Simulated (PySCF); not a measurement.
One of the candidates below gave these computed data.

All candidates are C4H10O2S.

- Dipole: 4.37 D [PBE0/pcSseg-1]
- Rotational structure: rotational constants A, B, C: 3.829, 1.559, 1.490 GHz [GFN2-xTB]
- NMR, other nuclei: isotropic shieldings of nuclei other than C and H, by class: 122 (2 O), 205 (1 S) ppm [GIAO PBE0/pcSseg-1]
- 1H NMR: chemical shifts (computed TMS as zero) by class: 2.59 (3 H), 2.53 (2 H), 2.09 (2 H), 1.37 (3 H) ppm [GIAO PBE0/pcSseg-1]
- 13C NMR: chemical shifts (computed TMS as zero) by class: 62.1 (1 C), 48.7 (1 C), 18.1 (1 C), 15.7 (1 C) ppm [GIAO PBE0/pcSseg-1]

Gas-phase values; electronic properties from PySCF, density fitting. Levels stand in brackets. Isolated species at its GFN2-xTB geometry (one conformer only). Each NMR value is the plain mean over a class of atoms that symmetry, rotation or inversion makes alike.

Question: Which candidate is it?
A. `CO[C@@H](C)[S@@](C)=O`
B. `CCCS(C)(=O)=O`
C. `CCS(=O)(=O)CC`

Answer: B. It is `CCCS(C)(=O)=O`. Numbering: `[CH3:1][CH2:2][CH2:3][S:4]([CH3:5])(=[O:6])=[O:7]`. 4 carbons fall into 4 classes; from least to most shielded: sp3 carbon bound to sulfur [C3] (62.1 ppm), S-methyl carbon [C5] (48.7 ppm), chain CH2 carbon [C2] (18.1 ppm), methyl carbon [C1] (15.7 ppm). Hydrogen classes from least to most shielded: 3 H on an S-methyl carbon, C5 (2.59 ppm, a mean of values up to 0.6 ppm apart in this geometry), 2 H on an sp3 carbon bound to sulfur, C3 (2.53 ppm), 2 H on a chain CH2 carbon, C2 (2.09 ppm, a mean of values up to 0.9 ppm apart in this geometry), 3 H on a methyl carbon, C1 (1.37 ppm, a mean of values up to 1.4 ppm apart in this geometry). The other shieldings belong to: 122 ppm, sulfonyl oxygen [O6/O7]; 205 ppm, sulfonyl sulfur [S4]. The optimised geometry has point group C1 and is an asymmetric top.

The others, at the same levels:
- `CCS(=O)(=O)CC` fails: it has 2 carbon classes against 4; its computed 13C shifts are 56.6 (2 C), 5.2 (2 C) ppm, 1H shifts are 2.58 (4 H), 1.61 (6 H) ppm and rotational constant A is 4.362 GHz (against 3.829 GHz).
- `CO[C@@H](C)[S@@](C)=O` fails: its computed 13C shifts are 100.1 (1 C), 63.0 (1 C), 34.8 (1 C), 17.3 (1 C) ppm, 1H shifts are 4.37 (1 H), 4.20 (3 H), 2.48 (3 H), 0.98 (3 H) ppm and rotational constant A is 2.549 GHz (against 3.829 GHz).

Each candidate is one conformer, not necessarily the lowest. Dipoles, sizes and rotational constants follow the conformer. The torsions of the flexible species, by atom-mapped SMILES:
- `[CH3:1][CH2:2][CH2:3][S:4]([CH3:5])(=[O:6])=[O:7]`: C1–C2–C3–S4 73°, C2–C3–S4–C5 167°
- `[CH3:1][CH2:2][S:3](=[O:4])(=[O:5])[CH2:6][CH3:7]`: C1–C2–S3–O4 -64°, C2–S3–C6–C7 180°
- `[CH3:1][O:2][C@@H:3]([CH3:4])[S@@:5]([CH3:6])=[O:7]`: C1–O2–C3–C4 160°, O2–C3–S5–C6 -45°
